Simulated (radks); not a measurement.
Problem. Radial electron density D(r) = 4 pi r^2 rho(r) of an atom or ion with 59 electrons. Calculated with a radial shooting solver on a logarithmic mesh with Libxc functionals: Dirac Kohn-Sham, PBE, spin-unpolarised, spherical densities, finite nucleus; Fermi nuclear charge, rms radius of each element as measured or else 0.836 A^(1/3) + 0.57 fm.

r (bohr)  D(r) (e/bohr)
0.001583          6.419
0.001843          8.191
0.002163          10.53
0.002518          13.28
0.002955          16.84
0.00344           20.92
0.004005          25.75
0.0047            31.67
0.005471          38.05
0.006421          45.43
0.007475          52.83
0.008772          60.62
0.01021           67.50
0.01198           73.54
0.01395           77.51
0.01624           79.29
0.01906           78.65
0.02219           76.09
0.02604           72.51
0.03031           69.98
0.03557           70.19
0.04141           74.38
0.0486            82.78
0.05657           92.39
0.06586           99.98
0.07729           101.9
0.08998           96.60
0.1056            86.20
0.1229            77.60
0.1442            75.74
0.1679            81.27
0.1971            88.04
0.2294            86.48
0.2671            73.31
0.3134            52.61
0.3649            37.17
0.4282            32.45
0.4985            35.80
0.585             38.19
0.681             33.97
0.7991            24.73
0.9303            16.60
1.083             11.90
1.271             9.738
1.48              8.147
1.736             5.899
2.021             3.714
2.372             2.178
2.762             1.579
3.241             1.429
3.773             1.306
4.392             1.035
5.154            0.6616
6                0.3538
7.041            0.1499
8.197           0.05493
9.619           0.01524
11.2           0.003506
13.14         0.0005515

What is the nuclear charge?

Solution. Z = 59. The innermost maximum, from 1s, lies near gamma/Z bohr with gamma = sqrt(1 - (Z/c)^2) = 0.903, here 0.0153 bohr (found: 0.0169), and its height grows with Z. The density is that of neutral praseodymium in [Xe] 4f1 6s2 6p2; the configuration itself is not fixed sharply by these data, and Z only to a few units. D(r) has 4 maxima, at r = 0.0169, 0.0743, 0.208, 0.576 bohr, and minima at 0.0326, 0.137, 0.421 bohr, inside which lie 2.01, 11.18, 28.99 electrons.
